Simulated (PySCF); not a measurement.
C6H5F.
Numbering: `[CH:1]#[C:2][C@@H:3]1[CH2:4][CH:5]=[C:6]1[F:7]` (hydrogens: H8 on C1; H9 on C3; H10, H11 on C4; H12 on C5)

The closed-shell ground state was solved at several levels (PySCF, density fitting, gas phase, non-relativistic). Isolated species at its GFN2-xTB geometry, gas phase.

```json
{"level": "B3LYP/pcJ-1", "basis functions": "239", "HOMO (eV)": "-7.18", "LUMO (eV)": "0.11", "gap (eV)": "7.29", "dipole (D)": "1.61"}
{"level": "PBE0/pcSseg-1", "basis functions": "144", "HOMO (eV)": "-7.43", "LUMO (eV)": "0.34", "gap (eV)": "7.77", "dipole (D)": "1.60"}
```

What might PBE0/def2-SVPD (183 basis functions) give for the same quantities?

HOMO -7.47 eV, LUMO 0.23 eV, gap 7.70 eV, dipole 1.72 D.

Over all these levels, which gives the widest orbital gap and which the narrowest?

PBE0/pcSseg-1 (global hybrid, 25 % exact exchange) has the widest, 7.77 eV, and B3LYP/pcJ-1 (global hybrid, 20 % exact exchange) the narrowest, 7.29 eV. Functional and basis both differ between the two, so the spread mixes both effects.

How far do the dipole and the HOMO energy spread over the levels?

The dipole runs from 1.60 to 1.72 D (mean 1.64 D) and the HOMO from -7.47 to -7.18 eV.
